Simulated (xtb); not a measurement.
Input for xtb: GFN-FF on HCl (SMILES Cl).

```
$ xtb mol.xyz --gfnff --sp --chrg 0 --uhf 0
2

Cl    -0.00000000    -0.00000000     0.64100645
H      0.00000000     0.00000000    -0.64100645
```

Task: Give the final energy of this run.

Result: -0.0947 hartree.
